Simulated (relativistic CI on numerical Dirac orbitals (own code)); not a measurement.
Fe⁵⁺ in a cubic cluster: 1s photoemission with charge transfer

Computed with a charge-transfer multiplet model of a cubic metal-ligand cluster with up to 2 ligand holes, Slater and spin-orbit integrals from Dirac-Coulomb-Breit ions, Slater integrals scaled by 0.8. The ground state mixes d3 with configurations of k ligand holes L, whose averages lie at kΔ + k(k − 1)U_dd/2; a core hole lowers each added d electron by U_cd. 20 K, Lorentzian 1.1 eV and Gaussian 0.6 eV FWHM.

Atomic integrals in eV (Slater integrals scaled, ζ unscaled), ground: F2dd 11.105, F4dd 7.012, zeta_d 0.071; with the core hole: F2dd 12.338, F4dd 7.813, zeta_d 0.100, G2cd 0.075.

Cluster parameters (eV): U_dd = 6.8, U_cd = 8.7, 10Dq = 0.25, 10Dq(ligand) = 1.1, V(eg) = 4.15, V(t2g) = -1.8, final-state hopping factor = 0.8.

```tsv
Case	n_d	d3	d4L	d5L2	S
Δ = -1.2 eV	4.03	0.20	0.56	0.23	1.50
Δ = 0.8 eV	3.91	0.27	0.55	0.18	1.50
Δ = 1.8 eV	3.85	0.30	0.54	0.16	1.50
```

Weights, n_d and S are thermal averages at 20 K. Binding energies count from the first peak over 30 % of the highest in each spectrum, which can be another peak from case to case. The parameters are a model scan and need not match a compound or its usual spin state. Peaks in eV (height, largest 100):
- Δ = -1.2 eV: 0.0 (100), 4.8 (15), 15.8 (8)
- Δ = 0.8 eV: 0.0 (100), 5.1 (12), 15.5 (9)
- Δ = 1.8 eV: 0.0 (100), 5.3 (10), 15.5 (9)

For the case Δ = 0.8 eV, Δ = 0.8 eV is smaller than U_dd = 6.8 eV, the charge-transfer side of the Zaanen-Sawatzky-Allen scheme. With the core hole the configuration with one ligand hole lies at Δ − U_cd = -9.9, -7.9, -6.9 eV from the one without, in the order of the table; where this is negative the screened configuration lies lower, though the effective hopping of about 6.4 eV (from the holes of the mixed ground state) mixes the two strongly wherever it is as large as the gap.

With at most 2 ligand holes the space is cut while the next configuration still counts, so covalency is underestimated, and a final configuration with one more ligand hole, which can lie low, is missing from the spectra.
